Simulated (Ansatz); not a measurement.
One change: `SC[S][GeH3]` becomes `CSCS`.

Ansatz, PBE0-D4/def2-TZVP geometries, multiplicity 1. Each molecule was computed in one conformer, which needn't be the lowest.

Scalar relativity is left out up to krypton.

```csv
property,`SC[S][GeH3]`
size of the dipole moment (B3LYP/def2-TZVPP) / D,1.77
LUMO energy (ωB97M-V/def2-TZVPP) / eV,1.65
size of the dipole moment (ωB97M-V/def2-TZVPP) / D,1.79
size of the dipole moment (PBE/def2-TZVPP) / D,1.75
HOMO–LUMO gap (PBE/def2-TZVPP) / eV,4.61
LUMO energy (PBE0/def2-TZVPP) / eV,-0.21
```

**Question.** Give the same properties after the change, and the shifts. (Best estimate.)

**Answer.** Ansatz gave: 
```csv
property,`CSCS`,shift
size of the dipole moment (B3LYP/def2-TZVPP) / D,0.60,-1.17
LUMO energy (ωB97M-V/def2-TZVPP) / eV,2.02,0.37
size of the dipole moment (ωB97M-V/def2-TZVPP) / D,0.59,-1.20
size of the dipole moment (PBE/def2-TZVPP) / D,0.60,-1.15
HOMO–LUMO gap (PBE/def2-TZVPP) / eV,4.43,-0.18
LUMO energy (PBE0/def2-TZVPP) / eV,0.11,0.32
```

With PBE0 the HOMO rises by 0.47 eV and the LUMO rises by 0.32 eV, so the gap narrows by about 0.15 eV. PBE moves the HOMO by 0.45 eV and ωB97M-V by 0.47 eV. Dipoles are sizes alone; their direction can turn.

B3LYP here is the variant with VWN-RPA as its local correlation; programs differ in this.
